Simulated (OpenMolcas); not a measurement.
Levels of I5+ by method

```yaml
Program: OpenMolcas
Basis: ANO-RCC-VTZP [7s6p4d2f1g]
Scalar_Hamiltonian: DKH2, point nucleus
Active_space: 2 electrons in 9 orbitals (RAS2 5s 5p; RAS3 5d, at most 2 electrons)
State_averaging: 2S+1 = 3 even, 3 roots; 2S+1 = 1 even, 7 roots; 2S+1 = 3 odd, 3 roots; 2S+1 = 1 odd, 3 roots
Spin-orbit_coupling: state interaction with AMFI integrals over the reference wave functions, term energies averaged over their components
```

Methods on the same reference wave functions:
A. RASSCF
B. SS-RASPT2, IPEA 0.25 Eh, imaginary shift 0.1 Eh (closed shells correlated: 4d)
C. MS-RASPT2, IPEA 0.25 Eh, imaginary shift 0.1 Eh (closed shells correlated: 4d)
D. XMS-RASPT2, IPEA 0.25 Eh, imaginary shift 0.1 Eh (closed shells correlated: 4d)

Energies in eV above 5s² ¹S₀, the measured ground level; measured values from the list in Rauch et al., Astron. Astrophys. 606, A105 (2017).

```json
{"Level": "5s² ¹S₀", "A": "0.0000", "B": "0.0000", "C": "0.0000", "D": "0.0000", "Measured": "0.0000"}
{"Level": "5s 5p ³P°₀", "A": "10.0433", "B": "10.771", "C": "10.830", "D": "10.905", "Measured": "10.6212"}
{"Level": "5s 5p ³P°₁", "A": "10.4895", "B": "11.193", "C": "11.252", "D": "11.326", "Measured": "11.0670"}
{"Level": "5s 5p ³P°₂", "A": "11.6527", "B": "12.380", "C": "12.439", "D": "12.514", "Measured": "12.3594"}
{"Level": "5s 5p ¹P°₁", "A": "16.2130", "B": "15.735", "C": "15.793", "D": "15.855", "Measured": "15.7985"}
{"Level": "5p² ³P₀", "A": "24.7468", "B": "25.110", "C": "25.167", "D": "25.241", "Measured": "24.8074"}
{"Level": "5p² ¹D₂ [63 %]", "A": "25.4049", "B": "26.225", "C": "26.283", "D": "26.362", "Measured": "25.9662"}
{"Level": "5p² ³P₁", "A": "25.6356", "B": "26.045", "C": "26.104", "D": "26.174", "Measured": "25.8475"}
{"Level": "5p² ³P₂ [63 %]", "A": "27.0053", "B": "27.574", "C": "27.632", "D": "27.707", "Measured": "27.5225"}
```

Deviations, from unrounded energies. A percentage is the sum of absolute deviations over the sum of measured energies, with the sign that they share, or ± where signs differ.

| Against measurement | Levels | A | B | C | D |
| --- | --- | --- | --- | --- | --- |
| mean absolute deviation (cm-1) | 8 | 3700 | 1200 | 1500 | 2100 |
| other configurations (%) | 8 | ±2.4 | ±0.8 | ±1.0 | +1.4 |

B lies closest to measurement on these levels and A furthest from it. The largest miss of B in the table is 5p² ³P₀, by +2400 cm-1. The ranking rests on the paired levels alone, and a cruder setting can come out closer through cancelling errors.

Among B to D the level of the table that moves most is 5p² ¹D₂ [63 %], by 1100 cm-1 (lowest in B, highest in D). Moves below CASPT2's spread within the term are not significant.

The lowest spin-free term lies below A's lowest term by 0.414 hartree in B, 0.416 hartree in C, 0.421 hartree in D.

CASPT2 breaks the degeneracy within a term, and the mean is taken; among the terms shown or strongly mixed into the levels shown the widest spread is 110 cm-1 (5s 5p ¹P°, D). Active for correlation alone: 5d; no level in the range computed is led by a configuration that fills it, so any true level of that kind is missing. Some terms mix strongly with configurations of 5d, whose occupation reaches 0.22 (5p² ¹D). Computed and measured levels are paired by configuration, term and J; levels that our copy of the source lacks, or whose pairing is in doubt (as where it misses far off the trend of its configuration), stay unpaired and out of the deviations. Levels of configurations outside the active space are missing. Levels that lie high or do not pair safely by name in every column are left out.

A share in square brackets marks a mixed level and gives the weight of the term that names it, the lowest over the columns. ° marks odd parity.
